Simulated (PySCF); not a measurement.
Structure with atom numbers: `[CH2:1]=[CH:2][CH2:3][SiH2:4][NH2:5]`. Each H is labelled by its parent atom. Ha(C1) is cis to C3; Hb(C1) is trans to C3.

Geometry: PBE0-D3(BJ)/def2-SVP; GIAO absolute shieldings from PySCF, gas phase, non-relativistic, averaged over equivalent atoms.

At PBE0/6-31G (67 basis functions, 11 s wall time on 1 thread of an Arm Neoverse N1, shared host):
```
 atoms  σ (ppm)
    C2     68.4
    C1     86.0
    C3    177.0
   Si4    450.9
    N5    273.8
 H(C2)    26.09
Ha(C1)    27.05
Hb(C1)    27.18
H(Si4)    27.89
 H(C3)    30.84
 H(N5)    33.46
```

Question: Estimate the result of repeating the calculation with mPW1PW91/pcSseg-1.

Answer: 
```json
{"atoms": "C2", "σ at mPW1PW91/pcSseg-1": "40.7", "change": "-27.7"}
{"atoms": "C1", "σ at mPW1PW91/pcSseg-1": "62.3", "change": "-23.7"}
{"atoms": "C3", "σ at mPW1PW91/pcSseg-1": "159.2", "change": "-17.8"}
{"atoms": "Si4", "σ at mPW1PW91/pcSseg-1": "378.2", "change": "-72.7"}
{"atoms": "N5", "σ at mPW1PW91/pcSseg-1": "259.5", "change": "-14.3"}
{"atoms": "H(C2)", "σ at mPW1PW91/pcSseg-1": "25.20", "change": "-0.89"}
{"atoms": "Ha(C1)", "σ at mPW1PW91/pcSseg-1": "26.03", "change": "-1.02"}
{"atoms": "Hb(C1)", "σ at mPW1PW91/pcSseg-1": "26.09", "change": "-1.09"}
{"atoms": "H(Si4)", "σ at mPW1PW91/pcSseg-1": "26.66", "change": "-1.23"}
{"atoms": "H(C3)", "σ at mPW1PW91/pcSseg-1": "29.64", "change": "-1.20"}
{"atoms": "H(N5)", "σ at mPW1PW91/pcSseg-1": "31.28", "change": "-2.18"}
```

The largest change is at Si4 (silicon bonded to C, N, 2 H). Cost: 137 basis functions, 19 s wall time on 1 thread of an Arm Neoverse N1, shared host. The order of the carbon signals is the same at both levels.
